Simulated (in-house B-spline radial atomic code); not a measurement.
A fraction x of an electron is moved 4p → 4d in neutral selenium, starting from [Ar] 3d10 4s2 4p4 and keeping the highest spin. Level of theory: scalar-relativistic (X2C) revTPSS, spin-polarised, spherical fractional occupations, Fermi nucleus of rms radius 4.14 fm; calculated with an all-electron radial atomic-structure program (B-spline basis).

```
    x  E(x) - E(0) (eV)  4p down level (eV)  4d up level (eV)
    0            0.0000              -5.572                 -
 0.25            1.5491              -7.113            -0.294
0.375                 ?                   ?                 ?
  0.5            3.3786              -8.234            -0.469
0.625            4.3710              -8.638            -0.539
 0.75            5.3994              -8.944            -0.599
0.875                 ?                   ?                 ?
    1            7.5247                   -            -0.695
```

Question: What belongs in the row x = 0.375?

Answer: An energy change of 2.4340 eV; 4p down at -7.719 eV, 4d up at -0.387 eV.

Question: What belongs in the row x = 0.875?

Answer: An energy change of 6.4537 eV; 4p down at -9.160 eV, 4d up at -0.650 eV.

Question: Check Janak's theorem between x = 0.5 and 0.625.

Answer: The slope of the energy is 7.94 eV; the orbital levels give 7.93 eV (ε of the receiving orbital less ε of the emptying one, averaged over the two points).
